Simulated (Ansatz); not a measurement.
`S[SiH2]BCl` + H–F → `FB[SiH2]S` + HCl  (ligand exchange at a B–Cl bond)

Computed with Ansatz on PBE0-D4/def2-TZVP structures; ΔE is electronic, products minus reactants. CCSD(T)/CBS is the MP2 limit (def2-TZVPP, def2-QZVPP) plus CCSD(T) − MP2 in def2-TZVPP, frozen cores. This one scheme is used for every species. Functionals use def2-TZVPP. B3LYP here is the variant with VWN-RPA as its local correlation; programs differ in this. HSE06 is defined as in plane-wave codes. One conformer a species, not always the lowest.

`S[SiH2]BCl`:

```xyz
8

S     0.744    0.556    1.868
Si   -0.226    0.859   -0.030
B     0.232   -0.820   -1.030
Cl   -0.756   -2.237   -0.802
H     0.071   -0.573    2.146
H     0.416    2.081   -0.577
H    -1.687    1.089    0.131
H     1.206   -0.954   -1.705
```

H–F:

Cartesian coordinates in Å:
```
F -0.181 -0.045 -0.420
H 0.181 0.045 0.420
```

`FB[SiH2]S`:

Z-matrix (Å, degrees):
```
Si
B 1 2.029
S 1 2.154 2 104.1
H 1 1.485 2 112.4 3 -111.9
H 1 1.488 2 114.9 3 122.0
F 2 1.323 1 119.8 3 -90.5
H 2 1.202 1 123.4 3 84.1
H 3 1.344 1 94.7 2 61.0
```

HCl:

Z-matrix (Å, degrees):
```
Cl
H 1 1.279
```

| level | ΔE (kJ/mol) | difference from CCSD(T)/CBS |
| --- | --- | --- |
| BLYP-D4 | -41.9 | -9.0 |
| r2SCAN-D4 | -38.8 | -5.9 |
| PBE0-D4 | -33.5 | -0.6 |
| B3LYP-D4 | -41.9 | -9.0 |
| HSE06-D4 | -33.3 | -0.4 |
| PBE-QIDH | -34.0 | -1.1 |
| PBE | -37.9 | -5.0 |
| PBE0 | -37.1 | -4.2 |
| HF/CBS(def2) | -55.8 | -22.9 |
| CCSD/CBS(def2) | -36.1 | -3.2 |
| CCSD(T)/CBS | -32.9 | 0 |

Largest T1 diagnostic among the species: 0.014.

Leaving LDA and LC-ωPBE aside and taking each functional with its dispersion term where it has one, the values, not all of them listed here, spread over 17.5 kJ/mol, from CAM-B3LYP-D4 to revPBE-D4. At CCSD(T), def2-SVP lies −14.2 kJ/mol from the extrapolated value and def2-TZVPP −4.9 kJ/mol. The D4 term adds +6.7 kJ/mol with B3LYP and +3.6 kJ/mol with PBE0; it sums over pairs of atoms, weighted by their polarisabilities, and B3LYP, whose exchange is more repulsive, gets the larger term.
